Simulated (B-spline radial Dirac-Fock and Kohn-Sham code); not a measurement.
## Subshell cross sections of F⁴⁺, photon energy 614 eV

System: F⁴⁺, [He] 2s2 2p1.

The computed values come from a B-spline atomic structure program: independent-particle photoionisation in a Dirac-Hartree-Slater potential with a Latter tail, all multipoles, thresholds from Dirac-Fock ΔSCF. The asymmetry parameter β is from the dipole term alone. Kinetic energies are from the vacuum level. Open shells are spread statistically over j, without multiplet splitting.

The last column is dσ/dΩ = σ/(4π) · [1 − (β/2) P₂(cos θ)] at θ = 0° from the beam of unpolarised light.

```csv
subshell,electrons,binding (eV),kinetic (eV),σ (kb),β,dσ/dΩ (kb/sr)
2s,2,126.5,487.5,34.8,2.00,≈ 0
2p1/2,0.33,114.2,499.8,1.59,1.03,0.0616
2p3/2,0.67,114.1,499.9,3.16,1.03,0.122
```

Branching ratios of the spin-orbit partners (statistical value in brackets): 2p 1.99 (2.00).

Run: 1.9 s of CPU time on 1 thread of Neoverse-N1 (shared host), peak memory 0.37 GiB.
